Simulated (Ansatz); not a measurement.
Diatomic GaCl, closed-shell singlet (the spin of the measured ground state). No spin–orbit coupling. Ga is treated without relativity.

D_e counts from the fitted minimum to each atom's lowest state at the same level, without counterpoise. The singlet is restricted.

Correlated levels freeze the inner cores; with def2 sets outer-core shells near the valence are correlated too. CBS: X⁻³ extrapolation of the correlation energy, Hartree–Fock from the larger set.

Run with Ansatz (an electronic-structure program) with Gaussian orbitals. 

```csv
level,bond energy D_e (kJ/mol)
SVWN5/def2-TZVPP,___
PBE/def2-TZVPP,479.3
r2SCAN/def2-TZVPP,476.1
B97M-V/def2-TZVPP,483.3
B3LYP/def2-TZVPP,458.1
PBE0/def2-TZVPP,467.3
CCSD(T)/def2-TZVPP,457.6
CCSD(T)/def2-QZVPP,470.1
"CCSD(T)/CBS(def2-TZVPP, def2-QZVPP)",479.6
```

### Question
Complete the blanks.

### Answer

- SVWN5/def2-TZVPP, bond energy D_e (kJ/mol): 539.5
